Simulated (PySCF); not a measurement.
Te(NH2)(SiH3) (H5NSiTe), SMILES N[Te][SiH3].

The structure is a stationary point at PBE0-D3(BJ)/def2-SVP. The def2 effective core potentials stand for the cores of Te; spin–orbit coupling is left out. Other conformers were not sampled.

These are TDDFT-CAM-B3LYP/def2-SVPD (PySCF) values and carry that method's errors.

Vertical excitations. The molecule is in vacuum. State labels are in the subgroup Cs.

```tsv
state	symmetry	energy (eV)	λ (nm)	f	main pairs
S1	A"	3.54	351	0.001	HOMO→LUMO 95 %
S2	A'	4.72	263	0.006	HOMO−1→LUMO 95 %
S3	A"	4.84	256	0.012	HOMO→LUMO+1 91 %
S4	A"	5.66	219	0.047	HOMO→LUMO+2 94 %
S5	A'	6.24	199	0.045	HOMO→LUMO+6 45 %, HOMO−1→LUMO+1 45 %
S6	A'	6.30	197	0.041	HOMO−2→LUMO 58 %, HOMO−1→LUMO+1 16 %, HOMO−1→LUMO+2 10 %
S7	A"	6.45	192	0.000	HOMO→LUMO+7 51 %, HOMO→LUMO+4 30 %, HOMO→LUMO+5 11 %
S8	A'	6.59	188	0.063	HOMO→LUMO+3 91 %
S9	A"	6.61	187	0.064	HOMO→LUMO+4 61 %, HOMO→LUMO+7 33 %
S10	A'	6.70	185	0.035	HOMO−1→LUMO+2 70 %, HOMO−2→LUMO 16 %
T1	A"	2.97	418	0	HOMO→LUMO 93 %
T2	A'	4.12	301	0	HOMO−1→LUMO 91 %
T3	A"	4.35	285	0	HOMO→LUMO+1 88 %
T4	A'	5.23	237	0	HOMO−2→LUMO 58 %, HOMO−1→LUMO+1 27 %
```
Triplets are in the Tamm–Dancoff approximation, which puts them higher than full response would, so one can lie above its singlet here.
